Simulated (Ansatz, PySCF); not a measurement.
CH4OSSn, SMILES C[O][Sn][SH] (connectivity only; charge and spin as stated), neutral, multiplicity 1. Atoms are numbered in the order given.

```xyz
8

Sn     0.3521    -0.0236     0.6912
O     -1.2691    -1.0854     0.1761
C     -1.9441    -1.0812    -1.0547
H     -2.3528    -0.0835    -1.3089
H     -1.2915    -1.3863    -1.8963
H     -2.7902    -1.7900    -1.0110
S      0.5619     1.1127    -1.5187
H      1.6570     1.8072    -1.1265
```
Charge 0, spin multiplicity 1.

Coordinates come from a B3LYP-D3(BJ)/def2-SVP optimisation. The structure was generated by enumeration; whether it is a known compound was not checked. The def2 effective core potentials stand for the cores of Sn; spin–orbit coupling is left out. The values are those of a single conformer.

Vertical ionisation energy (IE) and electron affinity (EA) in eV. Rows of orbital energies are one-electron estimates. Where ΔSCF, EOM or ADC give a negative EA the extra electron is unbound and the value depends on the basis.

```
level                                                                        IE          EA
-------------------------------------------------------------------  ----------  ----------
−ε(HOMO), −ε(LUMO), CAM-B3LYP/def2-TZVP (PySCF)                            8.51        1.46
−ε(HOMO), −ε(LUMO), PBE/def2-TZVP (PySCF)                                  6.16        2.96
ΔSCF, PBE0/def2-SVPD (Ansatz), final states of multiplicity 2 and 2  (withheld)  (withheld)
ΔSCF, PBE/def2-SVPD (Ansatz), final states of multiplicity 2 and 2         9.03        0.55
```

Complete the blanks. (The exact figures need the calculation; the answer reports its results.)


- ΔSCF, PBE0/def2-SVPD (Ansatz, a first-principles code), final states of multiplicity 2 and 2, IE: 9.33
- ΔSCF, PBE0/def2-SVPD (Ansatz), final states of multiplicity 2 and 2, EA: 0.70

What vertical singlet–triplet gap does ΔSCF give with PBE0/def2-SVPD (Ansatz) and with PBE/def2-SVPD (Ansatz)? (An estimate is asked for; the answer gives what the named calculation found.)

3.00 and 3.06 eV (triplet above singlet where positive).
